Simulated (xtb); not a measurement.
Al(All)(F)(OH) (C3H6AlFO), SMILES C=C[CH2][Al]([OH])[F]. All values are semi-empirical tight-binding results from xtb (GFN2-xTB unless named), good for trends rather than for accurate numbers. Geometry optimised at GFN2-xTB. Other conformers were not sampled.

Optimised geometry:

Bonded distances (Å): Al1–C2 2.010, Al1–F10 1.658, Al1–O11 1.637, C2–C3 1.484, C2–H5 1.093, C2–H6 1.093, C3–C4 1.324, C3–H7 1.083, C4–H8 1.078, C4–H9 1.076, O11–H12 0.945. Angles (°): C2–Al1–F10 118.7, C2–Al1–O11 121.4, F10–Al1–O11 119.9, Al1–C2–C3 109.8, Al1–C2–H5 108.4, Al1–C2–H6 109.2, C3–C2–H5 111.5, C3–C2–H6 110.4, H5–C2–H6 107.5, C2–C3–C4 124.7, C2–C3–H7 115.6, C4–C3–H7 119.7, C3–C4–H8 121.6, C3–C4–H9 122.0, H8–C4–H9 116.4, Al1–O11–H12 178.6.

For metal compounds this method's bond lengths and energies can be far off.

The orbital gap comes out as 3.62 eV and the zero-point energy comes out as 51.9 kcal/mol. The G − E(el) at 298.15 K (modified RRHO) is 30.8 kcal/mol.

Q: Give the atomic charges and the Wiberg bond orders between heavy atoms. (An estimate is asked for; the answer gives what the named calculation found.)

A: charges (e) Al1 0.44, C2 -0.13, C3 -0.02, C4 -0.10, H5 0.07, H6 0.07, H7 0.03, H8 0.04, H9 0.04, F10 -0.28, O11 -0.47, H12 0.32. Bond orders Al1–C2 0.95, C2–C3 1.05, C3–C4 1.92, Al1–F10 1.19, Al1–O11 1.37.
